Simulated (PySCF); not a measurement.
SCF from a fresh guess for doublet Pb₃O⁺, at the B3LYP minimum. PySCF input:

```python
from pyscf import gto, scf, dft
mol = gto.M(atom='''
O      0.000000    -0.557330    -0.881970
Pb     0.000000    -0.104490     1.555790
Pb     2.078980     0.070010    -0.740330
Pb    -2.078980     0.070010    -0.740330''',
    basis={'O': 'def2-SVP', 'Pb': 'def2-SVP'},
    ecp={'Pb': 'def2-SVP'},
    charge=1, spin=1)
mf = dft.UKS(mol, xc='PBE')
mf.grids.atom_grid = (50, 194)
aux = {'O': 'def2-universal-JKFIT', 'Pb': 'def2-universal-JKFIT'}
mf = mf.density_fit(auxbasis=aux)
mf.conv_tol = 1e-08
mf.diis_space = 10
mf.max_cycle = 60
mf.init_guess = 'huckel'
mf.verbose = 4
mf.kernel()
```

Excerpt of the output (cycles alone):

```
init E= -652.984452800453
cycle= 1 E= -645.684101256665  delta_E=  7.3  |g|= 2.52  |ddm|= 3.31
cycle= 2 E= -614.920688932291  delta_E= 30.8  |g|= 8.03  |ddm|= 10.5
cycle= 3 E= -641.951560674876  delta_E=  -27  |g|= 4.08  |ddm|= 7.94
cycle= 4 E= -649.757129002115  delta_E= -7.81  |g|= 2.55  |ddm|= 3.85
cycle= 5 E= -652.250592213466  delta_E= -2.49  |g|= 1.63  |ddm|= 2.35
cycle= 6 E= -652.266956778981  delta_E= -0.0164  |g|= 1.34  |ddm|= 2.27
cycle= 7 E= -653.083211504954  delta_E= -0.816  |g|= 1.05  |ddm|= 2.27
cycle= 8 E= -653.528286968239  delta_E= -0.445  |g|= 0.319  |ddm|= 1.35
cycle= 9 E= -653.61307165821  delta_E= -0.0848  |g|= 0.179  |ddm|= 1.09
cycle= 10 E= -653.651736354691  delta_E= -0.0387  |g|= 0.0312  |ddm|= 0.475
cycle= 11 E= -653.652766371746  delta_E= -0.00103  |g|= 0.00799  |ddm|= 0.095
cycle= 12 E= -653.652824744306  delta_E= -5.84e-05  |g|= 0.00174  |ddm|= 0.0186
cycle= 13 E= -653.652827930676  delta_E= -3.19e-06  |g|= 0.000696  |ddm|= 0.00492
cycle= 14 E= -653.652828417341  delta_E= -4.87e-07  |g|= 0.00035  |ddm|= 0.0023
cycle= 15 E= -653.652828405467  delta_E= 1.19e-08  |g|= 0.000342  |ddm|= 0.00145
cycle= 16 E= -653.652828508927  delta_E= -1.03e-07  |g|= 0.000197  |ddm|= 0.0013
cycle= 17 E= -653.652828557549  delta_E= -4.86e-08  |g|= 2.38e-05  |ddm|= 0.000504
cycle= 18 E= -653.652828558289  delta_E= -7.39e-10  |g|= 5.97e-06  |ddm|= 7.28e-05
Extra cycle  E= -653.652828558279  delta_E= 1e-11  |g|= 7.14e-06  |ddm|= 2.26e-05
converged SCF energy = -653.652828558279  <S^2> = 0.75709741  2S+1 = 2.0070849
```

No lower solution of this spin was found by a stability analysis within the unrestricted form.

Spin–orbit coupling, left out here, can matter for elements this heavy.

The search for the lowest solution, with the stability check, took 14 s on 4 threads of a shared Intel Xeon @ 2.50GHz (Skylake/Cascade Lake) host, with 92 basis functions; the process peaked at 0.31 GiB. Launch command: `OMP_NUM_THREADS=4 python axn.py task.json out`.
